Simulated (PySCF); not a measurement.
Mo(O)(Cl)(OH)3 (ClH3MoO4), SMILES [O]=[Mo]([OH])([OH])([OH])[Cl], multiplicity 1.

Coordinates come from a B3LYP-D3(BJ)/def2-SVP optimisation. The spin state was assumed, not searched. The structure was generated by enumeration; whether it is a known compound was not checked. The def2 effective core potentials stand for the cores of Mo; spin–orbit coupling is left out. Other conformers were not sampled.

Two levels are set side by side: PBE/def2-TZVP (PySCF) and CAM-B3LYP/def2-TZVP (PySCF). Same geometry, gas phase. Differences are taken from unrounded values.

```csv
quantity,CAM-B3LYP,PBE,PBE minus CAM-B3LYP
orbital gap (eV),7.38,2.82,-4.56
highest occupied level (eV),-10.00,-7.12,2.89
lowest empty level (eV),-2.62,-4.29,-1.67
dipole moment (D),2.25,2.27,0.02
mean polarisability (bohr³),68.4,71.5,3.2
```

PBE's occupied levels lie high since its potential decays too fast outside the molecule; exact exchange lowers them and widens the gap. PBE's more diffuse valence density responds more strongly to a field. Differences between two approximate levels are no errors against the true value.

Rough cost on one machine, each run with all the roots and properties that it gave: CAM-B3LYP against PBE within a factor of 2.
